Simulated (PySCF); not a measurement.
# Finite-field polarisability of S (sulfur, neutral)

[Ne] 3s2 3p4, high-spin 3P determinant. Calculation: PySCF 2.14, in aug-cc-pCVTZ-DK with one added diffuse shell each of s, p, d, f type (9s8p6d4f, 91 functions); the spin-free X2C one-electron Hamiltonian (Gaussian nucleus). Frozen: [Ne]. Energy changes in a uniform field (μhartree):

```csv
axis,F (au),HF,MP2,CCSD,CCSD(T)
x,0.0033,-98.187,-100.004,-99.341,-99.932
x,0.0066,-392.942,-400.248,-397.597,-399.970
y,0.0031,-103.019,-106.518,-105.845,-106.862
y,0.0062,-412.524,-426.614,-423.896,-427.994
```

By symmetry the remaining axis equals x.

(1) Derive α along x at CCSD(T) from the two fields.

(2) And the mean polarisability at each level?

Results:

(1) With ΔE = −αF²/2 − γF⁴/24, α = −(16 ΔE(F) − ΔE(2F))/(6F²) = 18.35 bohr³.

(2) The components xx, yy, zz at CCSD(T) are 18.35, 22.23, 18.35, the third axis being equal by symmetry to one of the two computed. Means: HF 19.16, MP2 19.63, CCSD 19.50, CCSD(T) 19.64 bohr³. Reference: 19.4 ± 0.1 bohr³ (recommended; Schwerdtfeger and Nagle, table of static dipole polarizabilities (2023 update)).
